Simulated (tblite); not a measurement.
C4H8BN2O (doublet state).
SMILES with atom numbers: `[CH3:1][C:2](=[O:3])[N:4]1[B:5][NH:6][CH2:7][CH2:8]1` (hydrogens: H9, H10, H11 on C1; H12 on N6; H13, H14 on C7; H15, H16 on C8)
Bond orders are those of one Lewis drawing.

Computed with GFN2-xTB (tblite), gas phase: L-BFGS steps from a force-field or distance-geometry start until the largest atomic force falls under 0.01 eV/Å.

Step 16: E = -646.5551 eV
```
atom  x, y, z in Å  |  force x, y, z in eV/Å
C1      2.5204    0.2688    0.5921    0.007  -0.020   0.113
C2      1.4322   -0.1111   -0.3686    0.002  -0.035   0.054
O3      1.6228   -0.2367   -1.5619   -0.097   0.009  -0.129
N4      0.2100   -0.2564    0.2051   -0.005  -0.182   0.047
B5     -0.3071   -0.3227    1.5480    0.026   0.096   0.098
N6     -1.6757   -0.0672    1.4803    0.054  -0.286   0.011
C7     -2.0164    0.3363    0.1007   -0.040   0.002   0.101
C8     -0.9369   -0.3865   -0.6937   -0.008  -0.030  -0.057
H9      2.6339   -0.5176    1.3255    0.182  -0.161   0.127
H10     3.4354    0.4320    0.0361    0.129  -0.017   0.077
H11     2.2239    1.1669    1.1165    0.059   0.226   0.083
H12    -2.4214   -0.3696    2.0953    0.228   0.416  -0.172
H13    -3.0445    0.0865   -0.1463    0.001  -0.141  -0.144
H14    -1.8703    1.4192   -0.0013   -0.143   0.016   0.048
H15    -0.6181    0.0068   -1.6535   -0.367   0.272  -0.214
H16    -1.1960   -1.4397   -0.8183   -0.029  -0.163  -0.042
```

Step 17: E = -646.6311 eV
```
atom  x, y, z in Å  |  force x, y, z in eV/Å
C1      2.5172    0.2647    0.6048    0.052  -0.076  -0.016
C2      1.4437   -0.1303   -0.3810   -0.003   0.045   0.140
O3      1.6408   -0.2313   -1.5788   -0.200   0.033   0.301
N4      0.2226   -0.2981    0.2013   -0.055   0.000  -0.174
B5     -0.2902   -0.3522    1.5599    0.099   0.076  -0.331
N6     -1.6524   -0.1113    1.4764   -0.889   0.003   0.441
C7     -2.0257    0.2967    0.1087    0.081  -0.017   0.058
C8     -0.9312   -0.3729   -0.7046    0.102  -0.145  -0.095
H9      2.6379   -0.5377    1.3288    0.058   0.116   0.090
H10     3.4460    0.4269    0.0665    0.050   0.015   0.065
H11     2.2079    1.1810    1.1096    0.127  -0.154   0.020
H12    -2.4271   -0.1933    2.1531    0.903   0.206  -0.558
H13    -3.0459    0.0114   -0.1518    0.111  -0.152  -0.007
H14    -1.9180    1.3781   -0.0105   -0.181   0.209   0.167
H15    -0.6520    0.0971   -1.6511   -0.235   0.029   0.072
H16    -1.1813   -1.4201   -0.8751   -0.020  -0.188  -0.173
```

Step 18: E = -646.6528 eV
```
atom  x, y, z in Å  |  force x, y, z in eV/Å
C1      2.5191    0.2640    0.6067    0.080  -0.048  -0.002
C2      1.4442   -0.1299   -0.3775   -0.015   0.038   0.095
O3      1.6391   -0.2296   -1.5754   -0.158   0.033   0.254
N4      0.2218   -0.3005    0.2002   -0.052   0.046  -0.112
B5     -0.2903   -0.3448    1.5579   -0.026   0.058  -0.302
N6     -1.6586   -0.1136    1.4754   -0.077   0.036  -0.041
C7     -2.0257    0.2956    0.1110    0.045   0.010  -0.039
C8     -0.9321   -0.3754   -0.7037    0.018  -0.138  -0.086
H9      2.6443   -0.5383    1.3303    0.035   0.127   0.090
H10     3.4491    0.4264    0.0687    0.020   0.006   0.054
H11     2.2136    1.1830    1.1106    0.120  -0.186   0.020
H12    -2.4154   -0.1951    2.1367    0.243   0.139   0.030
H13    -3.0450    0.0129   -0.1573    0.107  -0.149   0.011
H14    -1.9171    1.3785   -0.0060   -0.176   0.180   0.155
H15    -0.6693    0.0990   -1.6515   -0.162   0.004   0.057
H16    -1.1854   -1.4235   -0.8700    0.000  -0.156  -0.185
```

Step 19: E = -646.6733 eV
```
atom  x, y, z in Å  |  force x, y, z in eV/Å
C1      2.5212    0.2607    0.6098    0.082  -0.034   0.023
C2      1.4486   -0.1338   -0.3759   -0.040   0.028   0.067
O3      1.6435   -0.2260   -1.5732   -0.121   0.027   0.163
N4      0.2239   -0.3118    0.1948   -0.058   0.081  -0.062
B5     -0.2873   -0.3504    1.5515   -0.105   0.056  -0.227
N6     -1.6596   -0.1258    1.4740    0.128   0.094  -0.106
C7     -2.0277    0.2829    0.1142   -0.004   0.030  -0.114
C8     -0.9298   -0.3760   -0.7074   -0.078  -0.094  -0.121
H9      2.6474   -0.5410    1.3339    0.017   0.135   0.106
H10     3.4552    0.4253    0.0790    0.001  -0.003   0.023
H11     2.2129    1.1819    1.1085    0.119  -0.201   0.043
H12    -2.4054   -0.1375    2.1478    0.160   0.062   0.127
H13    -3.0425   -0.0148   -0.1606    0.123  -0.118   0.038
H14    -1.9340    1.3694   -0.0033   -0.182   0.116   0.157
H15    -0.6903    0.1290   -1.6472   -0.075  -0.100   0.083
H16    -1.1838   -1.4232   -0.8898    0.035  -0.080  -0.199
```

Task: Estimate the geometry and energy of step 20. (The exact step hangs on the optimiser's Hessian estimate; all steps are aligned on step 19, rigid shifts and turns removed.)

Result: E = -646.6937 eV, largest force 0.319 eV/Å
```
atom  x, y, z in Å  |  force x, y, z in eV/Å
C1      2.5244    0.2553    0.6140    0.055  -0.042   0.032
C2      1.4525   -0.1384   -0.3721   -0.053   0.008   0.034
O3      1.6444   -0.2218   -1.5684   -0.024   0.026  -0.026
N4      0.2250   -0.3244    0.1869   -0.088   0.086  -0.054
B5     -0.2851   -0.3586    1.5378   -0.082   0.043   0.001
N6     -1.6585   -0.1382    1.4731   -0.010   0.197  -0.015
C7     -2.0298    0.2676    0.1150   -0.057   0.047  -0.110
C8     -0.9279   -0.3780   -0.7165   -0.167  -0.002  -0.064
H9      2.6503   -0.5411    1.3414    0.009   0.084   0.135
H10     3.4620    0.4240    0.0928    0.001  -0.021  -0.034
H11     2.2134    1.1754    1.1073    0.089  -0.123   0.097
H12    -2.3877   -0.0603    2.1684    0.315  -0.038  -0.035
H13    -3.0364   -0.0544   -0.1620    0.075  -0.078   0.044
H14    -1.9628    1.3618    0.0029   -0.159  -0.046   0.125
H15    -0.7131    0.1643   -1.6409    0.033  -0.186   0.045
H16    -1.1785   -1.4243   -0.9237    0.061   0.044  -0.177
```

The energy changes by -0.0204 eV. The first-order estimate −F·Δx gives -0.0319 eV and the mean of the old and new forces, exact on a quadratic surface, -0.0199 eV. The step makes an angle of 68° with the force vector and moves no atom by more than 0.082 Å.

The cost below is that of the whole relaxation. On an Arm Neoverse V2 with one thread, on a shared host, this took 0.39 s of wall time.
